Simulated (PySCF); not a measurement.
# Computed spin Hamiltonian

Compound: C7H8S (charge +1 and doublet state).
Geometry (GFN2-xTB, Å), atoms numbered from 1 in this order:
```
atom  x, y, z in Å
C1     2.9537   -0.4285   -0.8603
C2     1.8544    0.0291   -0.6535
C3     0.5744    0.5227   -0.4242
C4     0.2789    1.8611   -0.3791
S5    -1.3514    2.2294   -0.1069
C6    -1.8370    0.4797   -0.0407
C7    -0.5854   -0.3897   -0.1823
C8    -0.3463   -1.2619    1.0617
H9     3.9163   -0.8159   -1.0395
H10    0.9928    2.6575   -0.5036
H11   -2.3490    0.3146    0.9088
H12   -2.5604    0.3121   -0.8403
H13   -0.6868   -1.0661   -1.0398
H14   -1.1890   -1.9306    1.2117
H15   -0.2228   -0.6430    1.9473
H16    0.5500   -1.8616    0.9292
```

As a line formula: `C#CC1=C[S+]C[C@@H]1C` [radical] (charge +1).

Computed, not measured: PySCF 2.14.0, UKS B3LYP, pcH-1 on C H S, non-relativistic, mean-field spin-orbit, GIAO. Isolated species at its GFN2-xTB geometry, gas phase. A GFN2-xTB geometry isn't a minimum of the functional, and hyperfine couplings can be far from their values at a DFT geometry, by a factor of two or more for some ions and for spin on atoms past the first row. No stability test was run, so a lower SCF solution isn't excluded.

```
g1, g2, g3 : 2.00214, 2.01007, 2.01362
g_iso      : 2.00861
Form of g  : rhombic: the two nearest values differ by 31 % of g3 − g1
⟨S²⟩       : 0.7621 (exact 0.7500)
```

Isotropic coupling and dipolar principal values T1 to T3, in MHz:

| atom | isotope | a_iso | of which spin–orbit | T1 | T2 | T3 | Mulliken spin population |
| --- | --- | --- | --- | --- | --- | --- | --- |
| C1 | 13C | 22.6 | 0.1 | -24.9 | -20.0 | 45.0 | 0.29 |
| C2 | 13C | -29.9 | 0.0 | -5.0 | -3.6 | 8.7 | -0.10 |
| C3 | 13C | 21.2 | 0.0 | -25.0 | -23.8 | 48.8 | 0.30 |
| C4 | 13C | -8.3 | 0.3 | -9.5 | -7.5 | 17.0 | 0.04 |
| S5 | 33S | 17.2 | -0.3 | -46.6 | -43.9 | 90.5 | 0.44 |
| C6 | 13C | -6.8 | 0.2 | -2.0 | -1.4 | 3.4 | -0.02 |
| C7 | 13C | -11.6 | 0.0 | -1.7 | -0.9 | 2.6 | -0.02 |
| C8 | 13C | 19.3 | 0.0 | -2.9 | -2.8 | 5.7 | 0.02 |
| H9 | 1H | -23.4 | 0.0 | -10.9 | -2.1 | 12.9 | -0.01 |
| H10 | 1H | -6.5 | 0.1 | -3.7 | -3.3 | 7.0 | 0.00 |
| H11 | 1H | 40.8 | 0.0 | -3.1 | -1.1 | 4.3 | 0.01 |
| H12 | 1H | 49.3 | 0.0 | -3.1 | -1.3 | 4.4 | 0.02 |
| H13 | 1H | 52.6 | 0.0 | -2.7 | -1.2 | 3.9 | 0.02 |
| H14 | 1H | 0.0 | 0.0 | -1.7 | -0.8 | 2.6 | 0.00 |
| H15 | 1H | -1.6 | 0.0 | -1.9 | -0.7 | 2.6 | 0.00 |
| H16 | 1H | -1.0 | 0.0 | -2.2 | 0.1 | 2.1 | 0.00 |

The Mulliken spin populations are largest on S5 (+0.44), C3 (+0.30), C1 (+0.29) and C2 (-0.10). Three atoms exceed +0.15. The positive populations add up to 1.15 and the negative ones to -0.15, together 2S = 1.

S5, the radical centre as drawn in `C#CC1=C[S+]C[C@@H]1C`, holds a spin population of +0.44 out of 1.

Axes: g2 points within 5° of the C3–C4 bond.

Under fast tumbling the dipolar parts average out, and these isotropic splittings remain: 1 × 1H (H13, I = 1/2, 2 lines) with 1.87 mT, 1 × 1H (H12, I = 1/2, 2 lines) with 1.75 mT, 1 × 1H (H11, I = 1/2, 2 lines) with 1.45 mT, 1 × 1H (H9, I = 1/2, 2 lines) with 0.83 mT, 1 × 1H (H10, I = 1/2, 2 lines) with 0.23 mT and 3 × 1H (H14/H15/H16, I = 1/2, 4 lines) with 0.03 mT.

Class means assume fast exchange of nuclei equivalent by connectivity; if that motion is slow, each nucleus keeps its own coupling.

The 13C coupling of C2 (-29.9 MHz) shows only in satellite lines or after enrichment, since that isotope makes up about 1.07 % of natural carbon.

The 33S coupling of S5 (17.2 MHz) shows only in satellite lines or after enrichment, since that isotope makes up about 0.76 % of natural sulfur.

β density exceeds α density at some nuclei, such as C2 (-0.0266), C7 (-0.0103) and C4 (-0.0077), spin density in bohr⁻³. In a single determinant that takes different orbitals for the two spins, that is spin polarisation.
